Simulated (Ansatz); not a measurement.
Program: Ansatz. Geometries: PBE0-D4/def2-TZVP. ΔE: electronic, gas phase. CCSD(T)/CBS is the MP2 limit (def2-TZVPP, def2-QZVPP) plus CCSD(T) − MP2 in def2-TZVPP, frozen cores. DFT in def2-TZVPP. def2 core potentials past Kr. For Cd, In outer-core shells are correlated without core-valence functions, which leaves a few kJ/mol of doubt a bond. Each species was taken in one conformer, which may not be the lowest.

Reaction (substitution at a C–O bond): `C[O][In]([OH])[OH]` + `[NH2][Cd][OH]` → `C[O][Cd][NH2]` + `[OH][In]([OH])[OH]`

Problem. Is it downhill or uphill in electronic energy at CCSD(T)/CBS, and by how much? (Estimate.)

Solution. Ansatz gave: Uphill: ΔE = +3.3 kJ/mol.

Problem. What do these levels give: PBE0-D4, B2PLYP, HF/def2-QZVPP, MP2/def2-QZVPP, MP2/CBS(def2), CCSD/CBS(def2)? (An estimate is asked.)

Solution. Computed: PBE0-D4 -0.4, B2PLYP 0.1, HF/def2-QZVPP -1.1, MP2/def2-QZVPP 3.2, MP2/CBS(def2) 4.2, CCSD/CBS(def2) 3.1 kJ/mol.

Largest T1 diagnostic among the species: 0.017.
